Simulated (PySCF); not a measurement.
## Basis-set dependence of PbN⁺ at r²SCAN

PySCF, UKS reference; triplet, unpaired electrons π ↑↑; De to Pb⁺ + N without counterpoise correction.

```json
{"basis": "cc-pVDZ-PP/cc-pVDZ", "relativity": "scalar-relativistic core potentials", "functions": "37", "Re (Å)": "2.256", "ωe (cm⁻¹)": "476", "De (eV)": "n/a", "μ (D)": "-1.79"}
{"basis": "def2-SVP", "relativity": "scalar-relativistic core potentials", "functions": "40", "Re (Å)": "2.258", "ωe (cm⁻¹)": "476", "De (eV)": "n/a", "μ (D)": "-1.93"}
{"basis": "aug-cc-pVDZ-PP/aug-cc-pVDZ", "relativity": "scalar-relativistic core potentials", "functions": "55", "Re (Å)": "2.249", "ωe (cm⁻¹)": "484", "De (eV)": "n/a", "μ (D)": "-1.81"}
```

How does each smaller set differ from the one with most functions, aug-cc-pVDZ-PP/aug-cc-pVDZ?

cc-pVDZ-PP/cc-pVDZ: +0.7 pm, -1.7 % in ωe; def2-SVP: +0.9 pm, -1.7 % in ωe. All at r²SCAN; the set with most functions is neither the basis-set limit nor always the best.

A positive dipole points towards N; it is taken about the centre of mass and depends on that origin. These are scalar-relativistic numbers at best; spin–orbit coupling would shift them, the dissociation energy most. The state is the lowest determinant that a PBE0 search found; another state may lie lower at other levels.
